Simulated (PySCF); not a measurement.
**Computed properties of MoO3, SMILES [O]=[Mo](=[O])=[O], multiplicity 1**

MoO3, SMILES [O]=[Mo](=[O])=[O], multiplicity 1. Geometry optimised at B3LYP-D3(BJ)/def2-TZVP. The multiplicity is an assumed one; other spin states were not compared. The isomer is the one that the SMILES or the coordinates give; other isomers of the formula were not compared. The def2 effective core potentials stand for the cores of Mo; spin–orbit coupling is left out. Other conformers were not sampled. All values are computed for the isolated molecule unless a solvent is named; none is compared with measurement here.

**Structure.** The optimised structure has C3v symmetry. All 6 harmonic modes at B3LYP-D3(BJ)/def2-TZVP (PySCF) are real, so it is a minimum. With heavy atoms numbered as in [Mo:1](=[O:2])(=[O:3])=[O:4], the shortest bond between them is Mo1–O2 at 1.706 Å and the longest Mo1–O3 at 1.706 Å.

**Vibrations.** The strongest infrared lines (harmonic, unscaled, degenerate partners summed) lie at 975 cm⁻¹ (465 km/mol, O 80 %, Mo 20 %), 251 cm⁻¹ (48 km/mol, O 72 %, Mo 28 %), 1014 cm⁻¹ (4 km/mol, O 95 %). The softest mode is at 251 cm⁻¹ and the zero-point energy is 5.6 kcal/mol.

**Electronic structure.** B3LYP/def2-TZVPD (PySCF) places the frontier levels at -8.86 and -5.18 eV, a gap of 3.68 eV, and gives a dipole moment of 4.85 D and a mean polarisability of 44.1 bohr³. PBE/def2-TZVPD (PySCF) at the same geometry gives -7.48 and -5.50 eV, so its gap is 1.70 eV narrower. An orbital gap is neither the optical nor the fundamental gap.

**Excitations.** TDA-B3LYP/def2-SVPD (PySCF) has S1 at 2.36 eV (525 nm, f = 0.000, dark); the most intense of the 10 singlets computed lies at 2.74 eV (f = 0.02). Strengths of degenerate partners are summed. T1 (TDA) is at 2.23 eV, 0.13 eV under S1. TDA-PBE/def2-SVPD (PySCF) puts S1 at 2.05 eV.
